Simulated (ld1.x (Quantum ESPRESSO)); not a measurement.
**Building the TM potential for B (PBEsol, non-relativistic).**

The input file (ld1.x (Quantum ESPRESSO) 7.5):

```
&input
   title='B', zed=5., rel=0, dft='PBESOL', iswitch=3,
   config='[He] 2s2 2p1',
   nld=2, rlderiv=4.00, eminld=-3.0, emaxld=5.0, deld=0.02
 /
 &inputp
   pseudotype=2, tm=.true., lloc=0,
   nlcc=.false.,
   file_pseudopw='B.UPF', file_wfcaegen='ae.wfc', file_wfcncgen='nc.wfc', file_beta='beta', file_chi='chi'
 /
2
2P  2  1   1.00   0.00  3.70  3.70  0.0
2S  1  0   2.00   0.00  1.55  1.55  0.0
 &test
   configts(1)='2s2 2p1'
 /
```

Command:

```bash
ld1.x < B.in > B.out
```

Output (shortened: banner, matrices, multipoles, cross overlaps and the repeated all-electron block are left out):

```
Program LD1 v.7.5
     --------------------------- All-electron run ----------------------------

     B

     atomic number is  5.00
     dft =PBESOL   lsd =0 sic =0 latt =0  beta=0.20 tr2=1.0E-14
     Exchange-correlation= PBESOL
                           (   1   4  10   8   0   0   0)
     mesh =1059 r(mesh) = 101.04461 a.u. xmin = -7.00 dx = 0.01250
     1 Ry =  13.60569312 eV

     n l     nl                  e(Ry)          e(Ha)          e(eV)
     1 0     1S 1( 2.00)       -13.1928        -6.5964      -179.4973
     2 0     2S 1( 2.00)        -0.6877        -0.3439        -9.3568
     2 1     2P 1( 1.00)        -0.2614        -0.1307        -3.5572

     final scf error:  5.2E-15 reached in  35 iterations

     Etot =     -48.924638 Ry,     -24.462319 Ha,    -665.653607 eV

     Ekin =      48.692121 Ry,      24.346061 Ha,     662.490061 eV
     Encl =    -113.357886 Ry,     -56.678943 Ha,   -1542.312614 eV
     Eh   =      23.048202 Ry,      11.524101 Ha,     313.586767 eV
     Exc  =      -7.307075 Ry,      -3.653538 Ha,     -99.417821 eV

     normalization and overlap integrals

     s(1S/1S) =  1.000000  <r> =   0.3304  <r2> =    0.1483  r(max) =   0.2103
     s(2S/2S) =  1.000000  <r> =   1.9593  <r2> =    4.6309  r(max) =   1.5152
     s(2P/2P) =  1.000000  <r> =   2.3019  <r2> =    6.8762  r(max) =   1.5929

     ------------------------ End of All-electron run ------------------------

     --------------------- Generating NC pseudopotential ---------------------

      Generating local pot.: lloc=0, matching radius rcloc =   1.5500

      Wfc   2P  rcut= 3.727  Using Troullier-Martins method

     ------------------- End of pseudopotential generation -------------------

     Computing logarithmic derivative in   3.99216
     Computing logarithmic derivative in   3.99216
     Computing the partial wave expansion
       no projector for channel:   0
     R is outside the sphere for l=    1 j= 0.00

     ---------------------- Testing the pseudopotential ----------------------

     B

     atomic number is  5.00   valence charge is  3.00
     dft =PBESOL   lsd =0 sic =0 latt =0  beta=0.20 tr2=1.0E-14
     mesh =1059 r(mesh) = 101.04461 xmin = -7.00 dx = 0.01250

     n l     nl             e AE (Ry)        e PS (Ry)    De AE-PS (Ry)
     1 0     2S   1( 2.00)       -0.68771       -0.68771       -0.00000
     2 1     2P   1( 1.00)       -0.26145       -0.26145       -0.00000

     eps = 8.3E-15  iter = 13

     Etot =     -48.924638 Ry,     -24.462319 Ha,    -665.653607 eV
     Etotps =    -5.094377 Ry,      -2.547188 Ha,     -69.312527 eV

     Ekin =       2.226051 Ry,       1.113025 Ha,      30.286963 eV
     Encl =      -9.356484 Ry,      -4.678242 Ha,    -127.301456 eV
     Ehrt =       3.918531 Ry,       1.959266 Ha,      53.314337 eV
     Ecxc =      -1.549564 Ry,      -0.774782 Ha,     -21.082890 eV
     Epseu=      -0.332911 Ry,      -0.166455 Ha,      -4.529481 eV

     ---------------------- End of pseudopotential test ----------------------
```

Generation and configuration tests took about 1.8 s on one core of a shared server CPU.

Transferability test of the new file with ld1.x, input:

```
&input
   title='B', zed=5., rel=0, dft='PBESOL', iswitch=2,
   config='[He] 2s2 2p1'
 /
 &test
   file_pseudo='B.UPF', nconf=8,
   configts(1)='2s2 2p1',
   configts(2)='2s2 2p0',
   configts(3)='2s1 2p0',
   configts(4)='2s2 2p0.5',
   configts(5)='2s2 2p1.3',
   configts(6)='2s0 2p3',
   configts(7)='2s1 2p1',
   configts(8)='2s1 2p2'
 /
```

```bash
ld1.x < B.test.in > B.test.out
```

Pseudopotential blocks of its output, shortened (energy terms left out; the distinct warnings before each block abridged to one line each):

```
     ---------------------- Testing the pseudopotential ----------------------

     n l     nl             e AE (Ry)        e PS (Ry)    De AE-PS (Ry)
     1 0     2S   1( 2.00)       -0.68771       -0.68771        0.00000
     2 1     2P   1( 1.00)       -0.26145       -0.26145       -0.00000

     eps = 7.9E-15  iter = 15

     Etot =     -48.924638 Ry,     -24.462319 Ha,    -665.653607 eV
     Etotps =    -5.094377 Ry,      -2.547188 Ha,     -69.312527 eV

     ---------------------- End of pseudopotential test ----------------------

          ---------------------- Testing the pseudopotential ----------------------

     n l     nl             e AE (Ry)        e PS (Ry)    De AE-PS (Ry)
     1 0     2S   1( 2.00)       -1.42385       -1.40429       -0.01956  !
     2 1     2P   1( 0.00)       -0.97378       -0.93786       -0.03592  !

     eps = 9.5E-15  iter = 10

     Etot =     -48.326235 Ry,     -24.163117 Ha,    -657.511923 eV
     Etotps =    -4.508419 Ry,      -2.254210 Ha,     -61.340171 eV
     dEtot_ae =       0.598403 Ry
     dEtot_ps =       0.585957 Ry,   Delta E=       0.012445 Ry

     ---------------------- End of pseudopotential test ----------------------

          Warning: n=2, l=1 expected 0 nodes, found 1
     ---------------------- Testing the pseudopotential ----------------------

     n l     nl             e AE (Ry)        e PS (Ry)    De AE-PS (Ry)
     1 0     2S   1( 1.00)       -2.29827       -2.26815       -0.03012  !
     2 1     2P   1( 0.00)       -1.85727       -1.76123       -0.09604  !

     eps = 7.0E-15  iter = 13

     Etot =     -46.470064 Ry,     -23.235032 Ha,    -632.257424 eV
     Etotps =    -2.676790 Ry,      -1.338395 Ha,     -36.419585 eV
     dEtot_ae =       2.454574 Ry
     dEtot_ps =       2.417587 Ry,   Delta E=       0.036988 Ry

     ---------------------- End of pseudopotential test ----------------------

          ---------------------- Testing the pseudopotential ----------------------

     n l     nl             e AE (Ry)        e PS (Ry)    De AE-PS (Ry)
     1 0     2S   1( 2.00)       -1.03061       -1.02607       -0.00454
     2 1     2P   1( 0.50)       -0.58884       -0.57915       -0.00969  !

     eps = 4.5E-15  iter = 16

     Etot =     -48.714690 Ry,     -24.357345 Ha,    -662.797127 eV
     Etotps =    -4.886303 Ry,      -2.443152 Ha,     -66.481543 eV
     dEtot_ae =       0.209947 Ry
     dEtot_ps =       0.208073 Ry,   Delta E=       0.001874 Ry

     ---------------------- End of pseudopotential test ----------------------

          ---------------------- Testing the pseudopotential ----------------------

     n l     nl             e AE (Ry)        e PS (Ry)    De AE-PS (Ry)
     1 0     2S   1( 2.00)       -0.51308       -0.51276       -0.00032
     2 1     2P   1( 1.30)       -0.09866       -0.09948        0.00082

     eps = 8.8E-15  iter = 15

     Etot =     -48.977924 Ry,     -24.488962 Ha,    -666.378607 eV
     Etotps =    -5.147852 Ry,      -2.573926 Ha,     -70.040094 eV
     dEtot_ae =      -0.053287 Ry
     dEtot_ps =      -0.053475 Ry,   Delta E=       0.000189 Ry

     ---------------------- End of pseudopotential test ----------------------

          ---------------------- Testing the pseudopotential ----------------------

     n l     nl             e AE (Ry)        e PS (Ry)    De AE-PS (Ry)
     1 0     2S   1( 0.00)       -0.75298       -0.77378        0.02079  !
     2 1     2P   1( 3.00)       -0.32403       -0.33615        0.01211  !

     eps = 2.8E-15  iter =  9

     Etot =     -48.068841 Ry,     -24.034420 Ha,    -654.009893 eV
     Etotps =    -4.229616 Ry,      -2.114808 Ha,     -57.546856 eV
     dEtot_ae =       0.855797 Ry
     dEtot_ps =       0.864761 Ry,   Delta E=      -0.008964 Ry

     ---------------------- End of pseudopotential test ----------------------

          ---------------------- Testing the pseudopotential ----------------------

     n l     nl             e AE (Ry)        e PS (Ry)    De AE-PS (Ry)
     1 0     2S   1( 1.00)       -1.43138       -1.44438        0.01301  !
     2 1     2P   1( 1.00)       -0.98231       -0.97516       -0.00715  !

     eps = 5.1E-15  iter = 21

     Etot =     -47.876626 Ry,     -23.938313 Ha,    -651.394675 eV
     Etotps =    -4.040458 Ry,      -2.020229 Ha,     -54.973234 eV
     dEtot_ae =       1.048012 Ry
     dEtot_ps =       1.053919 Ry,   Delta E=      -0.005906 Ry

     ---------------------- End of pseudopotential test ----------------------

          ---------------------- Testing the pseudopotential ----------------------

     n l     nl             e AE (Ry)        e PS (Ry)    De AE-PS (Ry)
     1 0     2S   1( 1.00)       -0.72331       -0.73397        0.01066  !
     2 1     2P   1( 2.00)       -0.29528       -0.30129        0.00601  !

     eps = 6.5E-15  iter = 22

     Etot =     -48.497396 Ry,     -24.248698 Ha,    -659.840682 eV
     Etotps =    -4.664702 Ry,      -2.332351 Ha,     -63.466501 eV
     dEtot_ae =       0.427242 Ry
     dEtot_ps =       0.429675 Ry,   Delta E=      -0.002433 Ry

     ---------------------- End of pseudopotential test ----------------------
```
